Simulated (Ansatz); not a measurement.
Ansatz (a first-principles code) input (B3LYP-D3(BJ)/def2-TZVP):

Ansatz 0.2 input:
```yaml
crystal:
  periodic: [false, false, false]
  atoms:
    - {symbol: P, position_ang: [-0.35386686, 0.00824745, 0.28650606]}
    - {symbol: H, position_ang: [-0.37199109, 0.03764186, -1.10490128]}
    - {symbol: H, position_ang: [1.02297727, 0.01135131, 0.49021721]}
    - {symbol: H, position_ang: [-0.18228481, 1.54426784, 0.16168948]}
    - {symbol: H, position_ang: [-0.16578206, -1.51918491, 0.09683210]}
basis:
  gaussian:
    orbitals: def2-TZVP
hamiltonian:
  xc: b3lyp
  dispersion: d3bj
total_charge: -1
relax: {f_tol: 0.002, max_steps: 150}
```

Output:

```
Functional definition: B3LYP
integrals: 0.01 GiB planned
458 factors; their error is unknown
mean field: 0.12 GiB planned
mean field evaluation 1: about -9352.3992 eV, gradient 1.2e1 eV
mean field evaluation 2: about -9352.6242 eV, gradient 7.9e0 eV
mean field evaluation 4: about -9352.7669 eV, gradient 1.8e-1 eV
mean field evaluation 8: about -9352.7694 eV, gradient 8.0e-2 eV
mean field -9352.76942520 eV, -343.7079368414 hartree, gradient 3.6e-5 eV, S^2 0.000000; 0 other end points of the search recorded, 0 dependent functions left out
the calculation of the forces begins
reference -9352.76964381 eV, -343.7079448749 hartree; 10, 10 occupied and 51, 51 virtual orbitals, 458 factors
relax step   1: F+E_penalty+E_count = -9352.86192754 eV  Δ(F+E_penalty+E_count) = +0.000e0 eV  max|allowed force component| = 1.348e0 eV/Å  Δτ_max = 0.0000 Å  (22 SCF iters, accepted)
these checks for a lower state are left out or cut short: starts, cluster_reference, orbital_swaps, neighbouring_geometries, increment
integrals: 0.01 GiB planned
458 factors; their error is unknown
mean field: 0.12 GiB planned
mean field evaluation 16: about -9352.9439 eV, gradient 4.2e-2 eV
mean field -9352.94729780 eV, -343.7144735388 hartree, gradient 1.8e-5 eV, S^2 0.000000; 0 other end points of the search recorded, 0 dependent functions left out
the calculation of the forces begins
reference -9352.94752144 eV, -343.7144817575 hartree; 10, 10 occupied and 51, 51 virtual orbitals, 458 factors
relax step   2: F+E_penalty+E_count = -9353.03923293 eV  Δ(F+E_penalty+E_count) = -1.773e-1 eV  max|allowed force component| = 4.744e-1 eV/Å  Δτ_max = 0.0802 Å  (26 SCF iters, accepted)
these checks for a lower state are left out or cut short: starts, cluster_reference, orbital_swaps, neighbouring_geometries, increment
integrals: 0.01 GiB planned
458 factors; their error is unknown
mean field: 0.12 GiB planned
mean field -9352.97906544 eV, -343.7156409782 hartree, gradient 6.9e-6 eV, S^2 0.000000; 0 other end points of the search recorded, 0 dependent functions left out
the calculation of the forces begins
reference -9352.97929158 eV, -343.7156492886 hartree; 10, 10 occupied and 51, 51 virtual orbitals, 458 factors
relax step   3: F+E_penalty+E_count = -9353.07108585 eV  Δ(F+E_penalty+E_count) = -3.185e-2 eV  max|allowed force component| = 1.143e-1 eV/Å  Δτ_max = 0.0632 Å  (26 SCF iters, accepted)
these checks for a lower state are left out or cut short: starts, cluster_reference, orbital_swaps, neighbouring_geometries, increment
integrals: 0.01 GiB planned
458 factors; their error is unknown
mean field: 0.12 GiB planned
mean field evaluation 32: about -9352.9936 eV, gradient 8.0e-5 eV
mean field -9352.99358633 eV, -343.7161746108 hartree, gradient 5.1e-6 eV, S^2 0.000000; 0 other end points of the search recorded, 0 dependent functions left out
the calculation of the forces begins
reference -9352.99381628 eV, -343.7161830615 hartree; 10, 10 occupied and 51, 51 virtual orbitals, 458 factors
relax step   4: F+E_penalty+E_count = -9353.08587911 eV  Δ(F+E_penalty+E_count) = -1.479e-2 eV  max|allowed force component| = 1.649e-1 eV/Å  Δτ_max = 0.0577 Å  (26 SCF iters, accepted)
these checks for a lower state are left out or cut short: starts, cluster_reference, orbital_swaps, neighbouring_geometries, increment
integrals: 0.01 GiB planned
458 factors; their error is unknown
mean field: 0.12 GiB planned
mean field -9352.99585558 eV, -343.7162580044 hartree, gradient 2.4e-5 eV, S^2 0.000000; 0 other end points of the search recorded, 0 dependent functions left out
the calculation of the forces begins
reference -9352.99608670 eV, -343.7162664977 hartree; 10, 10 occupied and 51, 51 virtual orbitals, 458 factors
relax step   5: F+E_penalty+E_count = -9353.08815396 eV  Δ(F+E_penalty+E_count) = -2.275e-3 eV  max|allowed force component| = 2.745e-2 eV/Å  Δτ_max = 0.0176 Å  (26 SCF iters, accepted)
these checks for a lower state are left out or cut short: starts, cluster_reference, orbital_swaps, neighbouring_geometries, increment
integrals: 0.01 GiB planned
458 factors; their error is unknown
mean field: 0.12 GiB planned
mean field -9352.99591620 eV, -343.7162602320 hartree, gradient 8.7e-6 eV, S^2 0.000000; 0 other end points of the search recorded, 0 dependent functions left out
the calculation of the forces begins
reference -9352.99614713 eV, -343.7162687186 hartree; 10, 10 occupied and 51, 51 virtual orbitals, 458 factors
relax step   6: F+E_penalty+E_count = -9353.08819362 eV  Δ(F+E_penalty+E_count) = -3.967e-5 eV  max|allowed force component| = 2.833e-3 eV/Å  Δτ_max = 0.0021 Å  (21 SCF iters, accepted)
these checks for a lower state are left out or cut short: starts, cluster_reference, orbital_swaps, neighbouring_geometries, increment
integrals: 0.01 GiB planned
458 factors; their error is unknown
mean field: 0.12 GiB planned
mean field -9352.99591187 eV, -343.7162600729 hartree, gradient 5.0e-5 eV, S^2 0.000000; 0 other end points of the search recorded, 0 dependent functions left out
the calculation of the forces begins
reference -9352.99614285 eV, -343.7162685614 hartree; 10, 10 occupied and 51, 51 virtual orbitals, 458 factors
relax step   7: F+E_penalty+E_count = -9353.08819544 eV  Δ(F+E_penalty+E_count) = -1.816e-6 eV  max|allowed force component| = 9.202e-4 eV/Å  Δτ_max = 0.0007 Å  (17 SCF iters, accepted)
integrals: 0.01 GiB planned
458 factors; their error is unknown
mean field: 0.12 GiB planned
mean field evaluation 64: about -9352.9959 eV, gradient 4.2e-3 eV
mean field -9352.99591187 eV, -343.7162600729 hartree, gradient 5.0e-5 eV, S^2 0.000000; 1 other end points of the search recorded, 0 dependent functions left out
the calculation of the forces begins
reference -9352.99614285 eV, -343.7162685614 hartree; 10, 10 occupied and 51, 51 virtual orbitals, 458 factors
Total energy: -9353.08842642 eV, -343.7196599200 hartree
Atom 0 at    -0.352214     0.008292     0.285033 Å, force     0.000920     0.000006    -0.000751 eV/Å
Atom 1 at    -0.395597     0.037980    -1.128767 Å, force    -0.000351     0.000084     0.000148 eV/Å
Atom 2 at     1.043450     0.010915     0.516785 Å, force    -0.000188    -0.000072     0.000336 eV/Å
Atom 3 at    -0.182445     1.712737     0.164659 Å, force    -0.000218    -0.000004     0.000093 eV/Å
Atom 4 at    -0.164141    -1.687600     0.092634 Å, force    -0.000163    -0.000014     0.000174 eV/Å
Dipole moment:    -0.011564    -0.000276     0.010103 e Å
```

Whether it binds its extra electron was not tested at this geometry.
